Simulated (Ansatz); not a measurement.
```xyz
4

I     0.4484    2.2834   -0.0708
Si   -0.5600    0.0587   -0.1077
I     0.4210   -1.3039   -1.8822
I    -0.3094   -1.0382    2.0607
```

Charge 0, multiplicity 2. I: def2 effective core potential.

List the PBE0/def2-TZVPP orbital energies in eV (Ansatz 0.2.0). (Best estimate.)

The calculation gave: α occupied: -1805.41, -188.22, -188.22, -188.22, -147.48, -134.13, -134.13, -134.13, -133.92, -133.92, -133.92, -133.90, -133.90, -133.90, -102.18, -102.11, -102.11, -53.25, -53.25, -53.25, -53.17, -53.17, -53.17, -53.15, -53.15, -53.15, -52.97, -52.97, -52.97, -52.97, -52.97, -52.97, -20.62, -19.77, -19.77, -14.13, -10.42, -10.42, -9.45, -8.50, -8.50, -8.03, -8.03, -7.72, -6.52. α empty: -1.91, -0.85, -0.85, 2.64, 2.72, 2.72, 3.16, 3.16. β occupied: -1805.33, -188.20, -188.20, -188.20, -147.36, -134.10, -134.10, -134.10, -133.91, -133.91, -133.91, -133.89, -133.89, -133.89, -102.04, -102.04, -101.95, -53.22, -53.22, -53.22, -53.14, -53.14, -53.14, -53.13, -53.13, -53.13, -52.96, -52.96, -52.96, -52.96, -52.96, -52.96, -20.46, -19.63, -19.63, -13.62, -10.21, -10.21, -9.02, -8.37, -8.37, -7.95, -7.95, -7.67. β empty: -3.78, -1.71, -0.45, -0.45, 2.86, 2.86, 3.06, 3.24. ⟨S²⟩ = 0.755.
